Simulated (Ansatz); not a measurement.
Steps of a relaxation of CH$_{4}$OSn (`[CH2]1[O][SnH2]1`) with RKS PBE-D4/def2-SVP.

```sh
$ ansatz run in.yaml --threads 2 --pin off --events-out ev --progress --plain --max-ram 4352MiB
```

```yaml
crystal:
  periodic: [false, false, false]
  atoms:
    - {symbol: C, position_ang: [-0.750900, -0.463500, -0.610900]}
    - {symbol: O, position_ang: [-0.339800, -1.098900, 0.458500]}
    - {symbol: Sn, position_ang: [0.704000, 0.643100, 0.361400]}
    - {symbol: H, position_ang: [-0.443700, -0.907500, -1.575900]}
    - {symbol: H, position_ang: [-1.832500, -0.058800, -0.483800]}
    - {symbol: H, position_ang: [0.301200, 1.604900, 1.780200]}
    - {symbol: H, position_ang: [2.423000, 0.212800, 0.024800]}
basis:
  gaussian: {orbitals: def2-SVP}
hamiltonian: {xc: pbe, dispersion: d4}
relax: {f_tol: 0.03, max_steps: 200}
```

Positions (Å) and forces (eV/Å) along the path, 10 of 10 steps:

```xyz
7
step=1 energy=-8972.0696 eV
C    -0.751   -0.464   -0.611   -2.940    0.783   -1.535
O    -0.340   -1.099    0.459    0.659   -2.745    2.706
Sn    0.704    0.643    0.361    2.250    2.342    0.226
H    -0.444   -0.907   -1.576   -0.331    0.174   -0.593
H    -1.833   -0.059   -0.484    1.000   -0.219   -0.941
H     0.301    1.605    1.780    0.194   -0.451   -0.264
H     2.423    0.213    0.025   -0.833    0.115    0.401
7
step=2 energy=-8972.5004 eV
C    -0.788   -0.493   -0.611   -0.560   -0.347    0.373
O    -0.268   -1.094    0.485   -0.326   -0.529   -0.017
Sn    0.739    0.759    0.264   -0.077    1.029   -0.244
H    -0.530   -0.916   -1.609   -0.045    0.109   -0.112
H    -1.840   -0.085   -0.526    0.430   -0.049   -0.203
H     0.416    1.519    1.758   -0.122    0.077    0.265
H     2.331    0.243    0.193    0.700   -0.290   -0.062
7
step=3 energy=-8972.5881 eV
C    -0.796   -0.520   -0.588    0.253   -0.514    0.702
O    -0.275   -1.121    0.509   -0.448    0.281   -0.742
Sn    0.751    0.808    0.240   -0.088    0.405   -0.169
H    -0.527   -0.901   -1.604   -0.004    0.003    0.030
H    -1.812   -0.056   -0.532    0.036   -0.028    0.007
H     0.360    1.507    1.771    0.047   -0.040    0.096
H     2.359    0.217    0.158    0.203   -0.107    0.076
7
step=4 energy=-8972.6343 eV
C    -0.810   -0.540   -0.585    0.537   -0.810    0.967
O    -0.279   -1.104    0.509   -0.592    0.537   -1.119
Sn    0.741    0.895    0.173    0.312    0.138    0.165
H    -0.536   -0.916   -1.602    0.080    0.008    0.035
H    -1.818   -0.072   -0.546   -0.150    0.103    0.093
H     0.401    1.463    1.798    0.014   -0.045   -0.126
H     2.363    0.207    0.207   -0.201    0.068   -0.015
7
step=5 energy=-8972.6792 eV
C    -0.825   -0.573   -0.575    0.484   -0.570    0.694
O    -0.298   -1.103    0.499   -0.406    0.398   -0.797
Sn    0.749    0.964    0.137    0.346    0.013    0.234
H    -0.521   -0.918   -1.597    0.048   -0.005    0.021
H    -1.820   -0.074   -0.545   -0.181    0.104    0.072
H     0.420    1.440    1.812    0.024   -0.067   -0.203
H     2.358    0.197    0.224   -0.314    0.127   -0.021
7
step=6 energy=-8972.7037 eV
C    -0.834   -0.616   -0.553   -0.187    0.083   -0.564
O    -0.309   -1.096    0.483    0.192   -0.181    0.415
Sn    0.774    1.066    0.082    0.221   -0.029    0.293
H    -0.501   -0.921   -1.584   -0.008   -0.008    0.038
H    -1.809   -0.062   -0.529   -0.105    0.024    0.043
H     0.429    1.380    1.802    0.034    0.005   -0.189
H     2.311    0.180    0.253   -0.146    0.107   -0.037
7
step=7 energy=-8972.6596 eV rejected
C    -0.890   -0.632   -0.610    0.772   -0.051    1.070
O    -0.327   -1.099    0.444   -0.254    0.112   -0.480
Sn    0.816    1.018    0.154   -0.244    0.072   -0.373
H    -0.518   -0.929   -1.627   -0.253    0.103   -0.034
H    -1.884   -0.118   -0.517    0.038   -0.010   -0.325
H     0.488    1.474    1.819   -0.043   -0.113    0.095
H     2.377    0.219    0.292   -0.016   -0.114    0.047
7
step=8 energy=-8972.7124 eV
C    -0.833   -0.601   -0.566   -0.056   -0.130   -0.017
O    -0.303   -1.095    0.477    0.041    0.033    0.023
Sn    0.788    1.046    0.110   -0.017   -0.031    0.015
H    -0.511   -0.924   -1.594    0.006    0.057    0.010
H    -1.828   -0.082   -0.526    0.020    0.055   -0.019
H     0.432    1.404    1.799    0.012    0.002   -0.015
H     2.316    0.182    0.255   -0.006    0.015    0.003
7
step=9 energy=-8972.7110 eV rejected
C    -0.842   -0.616   -0.568    0.182    0.093    0.191
O    -0.296   -1.092    0.480   -0.138   -0.025   -0.164
Sn    0.778    1.035    0.108    0.029    0.047   -0.017
H    -0.504   -0.917   -1.597   -0.069   -0.034    0.024
H    -1.822   -0.068   -0.522    0.006   -0.078   -0.037
H     0.435    1.405    1.795   -0.013    0.002    0.011
H     2.313    0.185    0.257    0.003   -0.005   -0.007
7
step=10 energy=-8972.7136 eV
C    -0.837   -0.609   -0.566    0.000   -0.015    0.003
O    -0.303   -1.097    0.478    0.006   -0.002    0.006
Sn    0.784    1.044    0.109   -0.002   -0.003    0.000
H    -0.509   -0.921   -1.594   -0.011    0.013    0.005
H    -1.824   -0.075   -0.526    0.006    0.005   -0.014
H     0.435    1.405    1.798    0.004   -0.001   -0.003
H     2.316    0.185    0.256   -0.002    0.004    0.003
```

Run time 12 s (2 threads of an Arm Neoverse V1 on a shared host); peak host memory 0.13 GiB.
